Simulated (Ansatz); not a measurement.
A nudged elastic band was laid between two geometries of Cl2GeH2 (5 atoms, charge 0, multiplicity 1).

Method: RKS PBE-D4/def2-SVP (Ansatz).

| Item | Value |
| --- | --- |
| movable images | 9 |
| climbing image | yes |
| spring | 5.0 eV/Å² |
| optimiser | quadratic models (default) |
| start path | through a guess of the saddle point |
| force threshold | 0.5 eV/Å |
| iteration limit | 60 |
| end points | relaxed |

Initial state:

```xyz
5
Properties=species:S:1:pos:R:3
Ge 0.318 0.018 0.074
Cl 0.675 -0.033 2.213
H 1.684 -0.044 -0.643
H -0.547 1.259 -0.238
Cl -0.815 -1.747 -0.475
```

Final state:

```xyz
5
Properties=species:S:1:pos:R:3
Ge -0.227 0.342 -0.872
Cl 1.444 0.184 1.408
H 2.419 -0.441 0.813
H -1.199 1.058 0.211
Cl -1.121 -1.690 -0.630
```

Problem. What changes between the two ends?

Solution. Bonds broken: Ge1–Cl2, Ge1–H3. Bonds formed: Cl2–H3. Cl2GeH2 becomes ClGeH + ClH.

Problem. Give the energies along the band, and the barrier.

Solution. The forces met the threshold. The highest image is number 4 of 0 to 10, 1.92 eV above the first end and 0.41 eV above the last; the last end lies 1.51 eV above the first. The threshold of 0.5 eV/Å is loose, so the images may lie well off the minimum-energy path. The order of the stationary point at the top wasn't checked. The orbitals stay closed-shell, which can raise the energy where a bond breaks towards radicals; this wasn't checked here.

| image | path coordinate (Å) | energy (eV) | Ge1–Cl2 (Å) | Ge1–H3 (Å) | Cl2–H3 (Å) |
| --- | --- | --- | --- | --- | --- |
| 0 | 0.00 | 0.00 | 2.17 | 1.54 | 3.03 |
| 1 | 0.35 | 0.16 | 2.17 | 1.54 | 2.71 |
| 2 | 0.69 | 0.75 | 2.23 | 1.52 | 2.33 |
| 3 | 1.04 | 1.59 | 2.39 | 1.54 | 1.98 |
| 4 | 1.38 | 1.92 | 2.58 | 1.65 | 1.66 |
| 5 | 1.67 | 1.75 | 2.74 | 1.90 | 1.41 |
| 6 | 1.97 | 1.65 | 2.90 | 2.19 | 1.34 |
| 7 | 2.26 | 1.61 | 2.95 | 2.52 | 1.31 |
| 8 | 2.55 | 1.56 | 2.89 | 2.84 | 1.30 |
| 9 | 2.85 | 1.52 | 2.84 | 3.14 | 1.30 |
| 10 | 3.15 | 1.51 | 2.83 | 3.23 | 1.30 |

Problem. What is the geometry of the highest image?

Solution. 
```xyz
5
Properties=species:S:1:pos:R:3
Ge 0.240 0.022 -0.486
Cl 1.191 0.026 1.916
H 1.674 -0.047 0.328
H -0.761 1.204 -0.239
Cl -1.030 -1.751 -0.588
```

Run time: 3.5 min on 1 thread of Arm Neoverse N1 (shared host), peak memory 0.14 GiB.
